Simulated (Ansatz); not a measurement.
Ansatz (a first-principles code) input (CAM-B3LYP/def2-TZVPD):

Ansatz 0.2 input:
```yaml
crystal:
  periodic: [false, false, false]
  atoms:
    - {symbol: C, position_ang: [2.97969648, 0.65399584, -0.17431553]}
    - {symbol: C, position_ang: [1.94905994, -0.35904478, 0.33825360]}
    - {symbol: C, position_ang: [0.59078824, 0.25071111, 0.50769947]}
    - {symbol: C, position_ang: [-0.53050720, -0.02193285, -0.16156296]}
    - {symbol: C, position_ang: [-0.65574478, -1.04760534, -1.25198111]}
    - {symbol: C, position_ang: [-1.81332086, 0.71479865, 0.15861322]}
    - {symbol: C, position_ang: [-2.86137931, -0.14851867, 0.77074622]}
    - {symbol: H, position_ang: [3.97351261, 0.20679164, -0.24081242]}
    - {symbol: H, position_ang: [3.04418513, 1.51773353, 0.49118215]}
    - {symbol: H, position_ang: [2.70233156, 1.01988578, -1.16461091]}
    - {symbol: H, position_ang: [2.28683483, -0.74477407, 1.30654540]}
    - {symbol: H, position_ang: [1.91475472, -1.21571822, -0.33543531]}
    - {symbol: H, position_ang: [0.53914434, 1.03063829, 1.26507254]}
    - {symbol: H, position_ang: [-1.41342708, -1.79212115, -0.99275537]}
    - {symbol: H, position_ang: [0.27642378, -1.56786830, -1.45890240]}
    - {symbol: H, position_ang: [-0.99199138, -0.57384180, -2.17970881]}
    - {symbol: H, position_ang: [-1.57711044, 1.55144315, 0.83355877]}
    - {symbol: H, position_ang: [-2.21042756, 1.17554968, -0.75410611]}
    - {symbol: H, position_ang: [-3.91274276, 0.06723554, 0.63918737]}
    - {symbol: H, position_ang: [-2.58304266, -0.92937774, 1.46606786]}
basis:
  gaussian:
    orbitals: def2-TZVPD
hamiltonian:
  xc: {name: CAM-B3LYP}
magnetization: {spin_polarized: true, initial_magnetization: 1}
output: {forces: true}
```

End of the output:

```
mean field evaluation 1: about -7456.5762 eV, gradient 4.8e1 eV
mean field evaluation 2: about -7459.1204 eV, gradient 4.2e1 eV
mean field evaluation 4: about -7467.5484 eV, gradient 1.5e0 eV
mean field evaluation 8: about -7467.5576 eV, gradient 7.3e-2 eV
mean field evaluation 16: about -7467.4952 eV, gradient 1.3e-3 eV
mean field -7467.49524959 eV, -274.4253887724 hartree, gradient 1.1e-5 eV, S^2 0.754332; 0 other end points of the search recorded, 0 dependent functions left out
the calculation of the forces begins
reference -7467.49543383 eV, -274.4253955431 hartree; 28, 27 occupied and 348, 349 virtual orbitals, 1881 factors
Total energy: -7467.49543383 eV, -274.4253955431 hartree
Atom 0 at     2.979696     0.653996    -0.174316 Å, force    -0.078742    -0.074256     0.041109 eV/Å
Atom 1 at     1.949060    -0.359045     0.338254 Å, force     0.059183     0.075801    -0.030062 eV/Å
Atom 2 at     0.590788     0.250711     0.507699 Å, force    -0.185788    -0.061981    -0.155730 eV/Å
Atom 3 at    -0.530507    -0.021933    -0.161563 Å, force     0.151197     0.040624     0.119637 eV/Å
Atom 4 at    -0.655745    -1.047605    -1.251981 Å, force    -0.012674     0.034026     0.025053 eV/Å
Atom 5 at    -1.813321     0.714799     0.158613 Å, force     0.029140    -0.027945     0.004313 eV/Å
Atom 6 at    -2.861379    -0.148519     0.770746 Å, force     0.046639     0.045388    -0.021760 eV/Å
Atom 7 at     3.973513     0.206792    -0.240812 Å, force    -0.036451     0.015384     0.002868 eV/Å
Atom 8 at     3.044185     1.517734     0.491182 Å, force    -0.000969    -0.028483    -0.018721 eV/Å
Atom 9 at     2.702332     1.019886    -1.164611 Å, force     0.015287    -0.010565     0.030146 eV/Å
Atom 10 at     2.286835    -0.744774     1.306545 Å, force    -0.019093     0.019049    -0.041188 eV/Å
Atom 11 at     1.914755    -1.215718    -0.335435 Å, force     0.005219     0.029620     0.023598 eV/Å
Atom 12 at     0.539144     1.030638     1.265073 Å, force    -0.006865    -0.014438    -0.016275 eV/Å
Atom 13 at    -1.413427    -1.792121    -0.992755 Å, force     0.032796     0.025481    -0.005173 eV/Å
Atom 14 at     0.276424    -1.567868    -1.458902 Å, force    -0.030620     0.011360     0.002950 eV/Å
Atom 15 at    -0.991991    -0.573842    -2.179709 Å, force     0.017038    -0.012551     0.037200 eV/Å
Atom 16 at    -1.577110     1.551443     0.833559 Å, force    -0.020356    -0.052098    -0.027202 eV/Å
Atom 17 at    -2.210428     1.175550    -0.754106 Å, force     0.020809    -0.026180     0.036126 eV/Å
Atom 18 at    -3.912743     0.067236     0.639187 Å, force     0.019540     0.002927     0.002257 eV/Å
Atom 19 at    -2.583043    -0.929378     1.466068 Å, force    -0.005290     0.008838    -0.009145 eV/Å
Dipole moment:     0.025963     0.004407    -0.040626 e Å
```

It need not be the lowest isomer of its formula.
